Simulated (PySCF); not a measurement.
# Peak assignment

Mapped SMILES: `[CH3:1][C:2]#[C:3][CH2:4][SiH2:5][O:6]/[CH:7]=[CH:8]\[F:9]`; H(Xn) means a hydrogen on atom n.

All values are calculated (PySCF 2.14): shieldings: GIAO PBE0/pcSseg-1, structure optimised with GFN2-xTB. A single conformation, no solvent model, non-relativistic, rapidly exchanging positions averaged.

Shifts are taken against calculated references (same method and geometry level): TMS for ¹³C (186.93 ppm), ¹H (31.72 ppm).

Task: Assign these signals to the numbered atoms. ¹³C{¹H} NMR (computed): δ 143.9, 134.2, 80.8, 78.2, 6.1, 4.9.

Result: 
| δ (ppm) | atoms | environment | reason |
| --- | --- | --- | --- |
| 143.9 | C8 | β carbon of an enol-ether or enamine type C=C | – |
| 134.2 | C7 | alkene carbon bearing oxygen | an sp2 carbon of a C=C bond |
| 80.8 | C2 | alkyne carbon | sp carbons lie upfield of alkene carbons because the cylindrical π system leaves one tensor component strongly shielded |
| 78.2 | C3 | alkyne carbon | – |
| 6.1 | C4 | propargylic sp3 CH2 bonded to Si | an electropositive neighbour leaves it electron-rich and shielded |
| 4.9 | C1 | propargylic methyl carbon | aliphatic region, no heteroatom directly attached |

C4 and C1 lie closer than the usual error of such a calculation, so a measured spectrum could show them in the other order.

Task: Assign these signals to the numbered atoms. ¹H NMR (300 MHz, computed): δ 6.58 (m, 1H), 5.81 (m, 1H), 5.13 (t, 2H), 2.07 (t, 2H), 1.92 (s, 3H).

Result: 
6.58 → H(C8), hydrogen on a β carbon of an enol-ether or enamine type C=C: a vinylic proton, deshielded by the sp2 carbon and the C=C anisotropy
5.81 → H(C7), hydrogen on an alkene carbon bearing oxygen: olefinic region
5.13 → H(Si5), hydrogen on a silicon bonded to C, O
2.07 → H(C4), hydrogen on a propargylic sp3 CH2 bonded to Si
1.92 → H(C1), hydrogen on a propargylic methyl carbon

Splittings by ¹⁹F in the carbon and heteronuclear signals aren't shown, as no couplings were computed. Shifts are as computed. Against solution values, carbons near 30 ppm lie about +3 ppm off and those near 130 ppm about +5 ppm. Of 1211 compounds with measured shifts, 218 miss one by over three times the rms of a fit or turn the order of signals round; such compounds aren't used in these exercises. Multiplicities follow the n + 1 count of equivalent neighbours, as no J values were calculated; m marks all less simple cases, F and P coupling included.
